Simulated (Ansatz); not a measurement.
ClH₂O₃V (`[O]=[V]([OH])([OH])[Cl]`). Charge 0, multiplicity 1.

```xyz
7

O    -0.105   -0.703   -1.441
V    -0.254   -0.018   -0.058
O     0.454   -1.041    1.172
O     0.564    1.528   -0.090
Cl   -2.360    0.267    0.336
H     0.768   -1.930    0.980
H     0.933    1.896   -0.899
```

Question: What are the harmonic wavenumbers in cm⁻¹ at PBE0-D4/def2-TZVP (Ansatz, finite differences of forces, unscaled)? (An estimate is asked.)

Answer: Computed: 171, 200, 242, 262, 288, 394, 403, 495, 652, 676, 779, 834, 1149, 3876, 3881.

Question: Is this a minimum?

Answer: Yes, all 15 modes are real.

Question: Give the ideal-gas thermochemistry at 298.15 K and 1 bar (rigid rotor, harmonic oscillator; point group Cs, symmetry number 1).

Answer: Zero-point energy 85.5 kJ/mol; H(298) − E = 105.6 kJ/mol; entropy 339.7 J/(mol·K), of which translation 170.2, rotation 114.0, vibration 55.5; G(298) − E = 4.3 kJ/mol.

Question: And at 400, 500, 600, 800 and 1000 K?

Answer: 
```json
{"T (K)": "400", "H − E (kJ/mol)": "116.6", "S (J/mol/K)": "371.6", "G − E (kJ/mol)": "-32.0"}
{"T (K)": "500", "H − E (kJ/mol)": "128.5", "S (J/mol/K)": "398.0", "G − E (kJ/mol)": "-70.5"}
{"T (K)": "600", "H − E (kJ/mol)": "141.0", "S (J/mol/K)": "420.7", "G − E (kJ/mol)": "-111.4"}
{"T (K)": "800", "H − E (kJ/mol)": "167.1", "S (J/mol/K)": "458.2", "G − E (kJ/mol)": "-199.5"}
{"T (K)": "1000", "H − E (kJ/mol)": "194.2", "S (J/mol/K)": "488.4", "G − E (kJ/mol)": "-294.2"}
```
